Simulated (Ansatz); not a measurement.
RuSO₃⁺, that is RuO3S with one electron fewer, relaxed as a doublet with UKS B3LYP-D4/def2-SVP in Ansatz, starting from the B3LYP-D4/def2-SVP geometry of the neutral singlet. Force threshold 0.02 eV/Å.

In the def2 sets Ru takes a core potential; there is no spin–orbit coupling. The relaxed charge 1 doublet is spin-contaminated (final ⟨S²⟩ up to 0.89, 0.75 for a pure state). No other spin state of charge 1 was run.

Start:

```xyz
5

Ru   -0.0028   -0.0827   -0.0453
O     0.6637    0.1149   -1.5789
O     0.8861   -1.2122    0.8318
O    -1.6072   -0.5784   -0.1701
S     0.0603    1.7584    0.9625
```

```
step  energy (eV)  largest force component (eV/Å)  SCF passes
   1  -19539.1296                           3.137         267
   2  -19539.3108                           0.592          79
   3  -19539.3207                           0.345          71
   4  -19539.3234                           0.069          71
   5  -19539.3235                           0.016          84
```

Force components are those of the run's own axes.

End:

```xyz
5

Ru   -0.016   -0.135   -0.093
O     0.631    0.097   -1.607
O     0.897   -1.151    0.879
O    -1.612   -0.588   -0.216
S     0.101    1.777    1.037
```

By distances, no bond broke or formed. The bond that changes most is Ru1–S5, from 2.10 to 2.22 Å (atoms count from 1).

No frequencies were taken in this run, so the end may be a saddle point.

Run time 23 s (4 threads of Arm Neoverse V2 on a shared host).
